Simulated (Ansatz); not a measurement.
Abridged output of a molecular run in Ansatz:

```
Functional definition: HF
827 factors; integrals over basis functions are off by at most 1.1e-3 eV
mean field evaluation 1: about -28627.5943 eV, gradient 3.4e1 eV
mean field evaluation 2: about -28627.5972 eV, gradient 3.4e1 eV
mean field evaluation 4: about -28630.8113 eV, gradient 3.5e0 eV
mean field evaluation 8: about -28630.8892 eV, gradient 5.4e-1 eV
mean field evaluation 32: about -28629.1647 eV, gradient 1.9e0 eV
mean field -28630.89192243 eV, -1052.1658714339 hartree, gradient 2.2e-6 eV, S^2 0.000000; 1 other end points of the search recorded, 0 dependent functions left out; unrestricted orbitals would lower it
unrestricted determinant -28633.05648243 eV, -1052.2454175465 hartree, S^2 0.9843
16 core orbitals not correlated: weight in the atoms' cores, before any rotation towards them, 1.000 or more for the frozen orbitals, at most 0.000 for the correlated occupied ones
reference -28630.89192243 eV, -1052.1658714339 hartree; 12, 12 occupied and 60, 60 virtual orbitals, 827 factors
second order -14.68325812 eV of doubles, -0.00000000 eV of singles
cycle   1  -14.92351877 eV  change    -1.3e0 eV  update   1.5e-1
cycle   2  -15.50423058 eV  change   -5.8e-1 eV  update   7.1e-2
cycle   3  -15.65944893 eV  change   -1.6e-1 eV  update   5.5e-2
cycle   4  -15.87377839 eV  change   -2.1e-1 eV  update   3.7e-2
cycle   5  -15.94605091 eV  change   -7.2e-2 eV  update   2.2e-2
cycle   6  -15.89727386 eV  change    4.9e-2 eV  update   6.7e-3
cycle   7  -15.90491801 eV  change   -7.6e-3 eV  update   3.6e-3
cycle   8  -15.91137234 eV  change   -6.5e-3 eV  update   1.1e-3
cycle   9  -15.90941158 eV  change    2.0e-3 eV  update   4.9e-4
cycle  10  -15.90983386 eV  change   -4.2e-4 eV  update   1.7e-4
cycle  11  -15.90998633 eV  change   -1.5e-4 eV  update   7.1e-5
cycle  12  -15.90991917 eV  change    6.7e-5 eV  update   2.5e-5
cycle  13  -15.90993173 eV  change   -1.3e-5 eV  update   1.1e-5
cycle  14  -15.90994257 eV  change   -1.1e-5 eV  update   4.5e-6
cycle  15  -15.90994331 eV  change   -7.3e-7 eV  update   2.1e-6
perturbative correction -0.87348774 eV, -0.0321000825 hartree
WARN: these amplitudes may be one of several solutions (largest doubles amplitude 0.41, level shift 2.29 eV)
Total energy: -28647.67535348 eV, -1052.7826511487 hartree
```

Its atoms:

Cartesian coordinates in Å:
```
S 2.0951 1.1020 -0.1089
Si 0.1018 1.2189 -0.9024
O -0.8797 0.1713 -0.0479
Si -1.0834 -1.1437 0.8531
H 2.4423 -0.0166 -0.7681
H -0.3360 2.5690 -0.4297
H -2.3915 -1.7970 0.5890
H 0.0513 -2.1039 0.8148
```

(1) Which basis set was used?
A. def2-QZVPP
B. cc-pV(T+d)Z
C. cc-pV(Q+d)Z
D. def2-SVP

(2) Write the keys of the input that set method, charge and spin (a neutral closed shell needs none for the last two).

Answers

(1) D. It gives 88 functions.

(2) 
```yaml
correlation: {method: ccsd_t}
```
